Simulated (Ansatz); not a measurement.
Ideal-gas functions of C2F2GeN2 (`N#[C][Ge]([F])([F])[C]#N`) at 600 K and 1 bar, from an Ansatz frequency run at PBE0-D4/def2-TZVP.

Molar mass 162.64 g/mol, point group C2v (symmetry number 2), electronic degeneracy 1, moments of inertia 209.822, 309.843, 376.302 u Å². Harmonic wavenumbers (cm⁻¹, unscaled): 84, 119, 124, 179, 233, 315, 320, 363, 372, 498, 547, 760, 782, 2352, 2353.

Use S(trans) = R[1.5 ln M + 2.5 ln T − 1.1517]; rotational temperatures θ = 24.2544 K / I; S(rot) = R[ln(√π/σ · √(T³/θAθBθC)) + 1.5]; for each mode x = 1.438777 ν̃/T, S = R[x/(eˣ − 1) − ln(1 − e⁻ˣ)] and H = RT x/(eˣ − 1); 1 cm⁻¹ = 0.0119627 kJ/mol; R = 8.31446 J/(mol·K).

**Question.** By hand: the entropy, in J/(mol·K).

**Answer.** Translation 186.9. Rotation: θ = 0.1156, 0.0783, 0.0645 K, giving 122.2. Vibration, mode by mode: 21.65, 18.77, 18.43, 15.41, 13.26, 10.84, 10.72, 9.73, 9.53, 7.32, 6.63, 4.39, 4.21, 0.20, 0.20, in all 151.3. Electronic 0.0. Sum 460.4 J/(mol·K).

**Question.** By hand: H − E and G − E in kJ/mol, counted from the electronic energy.

**Answer.** Zero-point energy ½ × 9401 × 0.0119627 = 56.2; thermal vibration 42.3; translation, rotation and pV give 4 RT = 20.0. H − E = 118.5 kJ/mol, and G − E = 118.5 − 600 × 460.4/1000 = -157.7 kJ/mol.

Vibration gives 33 % of the entropy, 58.8 J/(mol·K) of it from the modes under 150 cm⁻¹: soft modes count most, and the harmonic formula is weakest for them.
